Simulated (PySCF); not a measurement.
Exercise with solution: chemical shift, span and skew from a shielding tensor

CH8ClNSi3, SMILES C1[Si@]([SiH2][SiH2]1)(Cl)N. Atoms are numbered in the order given.

```xyz
14

N      1.6313    -1.0217     0.8146
Si     0.6364     0.0154    -0.1348
Cl     1.6975     1.2685    -1.4344
C     -0.6315    -1.0516    -1.0320
Si    -1.9088    -1.1122     0.3910
Si    -1.0132     0.8884     1.2805
H      2.1129    -1.7980     0.3707
H      2.1983    -0.6257     1.5568
H     -0.2776    -2.0191    -1.4206
H     -1.0645    -0.4794    -1.8702
H     -1.6832    -2.2857     1.2871
H     -3.3308    -1.1108    -0.0725
H     -0.7410     1.0213     2.7430
H     -1.7028     2.1113     0.7652
```
Charge 0, spin multiplicity 1.

The structure is a stationary point at PBE0-D3(BJ)/def2-SVP. The structure was generated by enumeration; whether it is a known compound was not checked. One conformer was computed; it need not be the lowest.

GIAO shieldings from PBE0/pcSseg-1 in PySCF, non-relativistic, no solvent. The symmetric part of the tensor of Si2 has the principal values 318.5, 329.5, 362.9 ppm. The same nucleus in TMS has σ = 352.7 ppm at this level (PySCF, at its B3LYP-D3(BJ)/def2-TZVP geometry). Without spin–orbit terms, shifts of atoms bonded to Cl or Br come out too high.

**Question.** Work out the isotropic shielding, the ²⁹Si shift against TMS, the span and the skew.

**Answer.** 
σ(iso) = (σ11 + σ22 + σ33)/3 = 337.0 ppm. δ = σ(ref) − σ(iso) = 352.7 − (337.0) = 15.7 ppm.
Span Ω = σ33 − σ11 = 44.4 ppm. Skew κ = 3(σ(iso) − σ22)/Ω = 0.50. Tumbling in solution averages the tensor to δ; in a static solid the shielding alone would spread this spin-1/2 line over Ω.
